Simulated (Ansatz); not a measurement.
Ideal-gas functions of CH$_{2}$BFO$_{2}$, SMILES `FB1OCO1` at 298.15 K and 1 bar, from an Ansatz frequency run at PBE0-D4/def2-TZVP.

Molar mass 75.83 g/mol, point group C2v (symmetry number 2), electronic degeneracy 1, moments of inertia 37.01, 100.589, 134.267 u Å². Harmonic wavenumbers (cm⁻¹, unscaled): 258, 413, 673, 683, 914, 1010, 1094, 1142, 1150, 1204, 1425, 1523, 1611, 3080, 3152.

Use S(trans) = R[1.5 ln M + 2.5 ln T − 1.1517]; rotational temperatures θ = 24.2544 K / I; S(rot) = R[ln(√π/σ · √(T³/θAθBθC)) + 1.5]; for each mode x = 1.438777 ν̃/T, S = R[x/(eˣ − 1) − ln(1 − e⁻ˣ)] and H = RT x/(eˣ − 1); 1 cm⁻¹ = 0.0119627 kJ/mol; R = 8.31446 J/(mol·K).

Q: By hand: the entropy, in J/(mol·K).

A: Translation 162.8. Rotation: θ = 0.6553, 0.2411, 0.1806 K, giving 97.3. Vibration, mode by mode: 7.01, 3.83, 1.42, 1.37, 0.55, 0.38, 0.27, 0.22, 0.21, 0.17, 0.07, 0.04, 0.03, 0.00, 0.00, in all 15.6. Electronic 0.0. Sum 275.7 J/(mol·K).

Q: By hand: H − E and G − E in kJ/mol, counted from the electronic energy.

A: Zero-point energy ½ × 19332 × 0.0119627 = 115.6; thermal vibration 3.2; translation, rotation and pV give 4 RT = 9.9. H − E = 128.7 kJ/mol, and G − E = 128.7 − 298.15 × 275.7/1000 = 46.5 kJ/mol.

Vibration gives 6 % of the entropy.
